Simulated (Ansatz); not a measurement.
Consider the formal exchange of groups at the Se–Si bond: `[SeH][SiH2][SeH]` + `B1O[SiH2]1` → `[SeH][SiH]1BO1` + `[SiH3][SeH]`.

Calculated with Ansatz (gas phase, PBE0-D4/def2-TZVP geometries, no zero-point term in ΔE). CCSD(T)/CBS is the MP2 limit (def2-TZVPP, def2-QZVPP) plus CCSD(T) − MP2 in def2-TZVPP, frozen cores. DFT in def2-TZVPP. B3LYP here is the variant with VWN-RPA as its local correlation; programs differ in this. For Se outer-core shells are correlated without core-valence functions, which leaves a few kJ/mol of doubt a bond. Scalar relativity is left out up to krypton. Each species was taken in one conformer, which may not be the lowest.

```
           level  ΔE (kJ/mol)
           B3LYP         -6.2
CCSD(T)/def2-SVP         -5.2
```

(1) What does CCSD(T)/CBS give? (An estimate is asked.)

Largest T1 diagnostic among the species: 0.017.

Answers

(1) The calculation gave: -4.0 kJ/mol. The listed levels differ from it by -2.2, -1.2 kJ/mol.

Leaving LDA and LC-ωPBE aside and taking each functional with its dispersion term where it has one, the values, not all of them listed here, spread over 1.9 kJ/mol, from B2PLYP to BHLYP-D4.
